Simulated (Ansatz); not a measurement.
Stepwise reaction of `C[O][SnH2][O]C` with hydrogen fluoride, as a gas-phase model of exchange steps in deposition or etching. ΔE in kJ/mol.

Gas-phase electronic energies from Ansatz, PBE0-D4/def2-TZVP geometries. CCSD(T)/CBS is the MP2 limit (def2-TZVPP, def2-QZVPP) plus CCSD(T) − MP2 in def2-TZVPP, frozen cores. This one scheme is used for every species. DFT in def2-TZVPP. B3LYP here is the variant with VWN-RPA as its local correlation; programs differ in this. def2 core potentials past Kr. For Sn outer-core shells are correlated without core-valence functions, which leaves a few kJ/mol of doubt a bond. One conformer a species, not always the lowest.

| step | reaction | PBE-D4 | B3LYP-D4 | ωB97M-V | CCSD(T)/CBS |
| --- | --- | --- | --- | --- | --- |
| 1 | `C[O][SnH2][O]C` + H–F → `C[O][SnH]([F])[O]C` + H₂ | -45.4 | -47.9 | -45.0 | -44.9 |
| 2 | `C[O][SnH]([F])[O]C` + H–F → `C[O][Sn]([F])([F])[O]C` + H₂ | -22.1 | -21.9 | -18.3 | -19.4 |

By hand: ΔE of the 2 steps together at CCSD(T)/CBS.

(-44.9) + (-19.4) = -64.3 kJ/mol, or -32.1 kJ/mol a step.

In ΔE each step is higher than the one before. All are downhill at CCSD(T)/CBS. PBE-D4 differs from CCSD(T)/CBS by -2.7 to -0.5 kJ/mol a step. Only this route is followed, and other bonds may react first. Isolated molecules leave out the surface, adducts and barriers. Largest T1 diagnostic: 0.015.
